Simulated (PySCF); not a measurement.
SiF₂, SMILES [Si](F)F (connectivity only; charge and spin as stated), neutral, multiplicity 1.

Geometry optimised at TPSSh-D3(BJ)/def2-TZVP. The isomer is the one that the SMILES or the coordinates give; other isomers of the formula were not compared.

All values below come from TDA-PBE/def2-TZVPD run with PySCF.

Vertical excitations.  State labels are in the subgroup C2v.

Computed excitation energies, oscillator strengths and character:
```csv
state,symmetry,energy (eV),λ (nm),f,main pairs
S1,B1,5.64,220,0.229,HOMO→LUMO 94 %
S2,A2,7.03,176,0.000,HOMO−1→LUMO 100 %
S3,B2,7.38,168,0.235,"HOMO→LUMO+1 79 %, HOMO−2→LUMO 16 %"
S4,A1,7.47,166,0.177,HOMO→LUMO+2 93 %
S5,A1,8.12,153,0.166,HOMO→LUMO+3 97 %
S6,B2,8.30,149,0.174,HOMO−2→LUMO 74 %
S7,B1,8.35,148,0.030,HOMO−3→LUMO 97 %
S8,A1,8.85,140,0.028,"HOMO−4→LUMO 79 %, HOMO−1→LUMO+1 15 %"
S9,A2,9.15,136,0.000,HOMO−5→LUMO 100 %
S10,A1,9.16,135,0.015,HOMO→LUMO+4 94 %
T1,B1,3.09,401,0,HOMO→LUMO 99 %
T2,B2,5.63,220,0,HOMO→LUMO+1 98 %
T3,A1,6.30,197,0,HOMO→LUMO+2 95 %
T4,A2,6.86,181,0,HOMO−1→LUMO 100 %
```
Triplets are in the Tamm–Dancoff approximation.
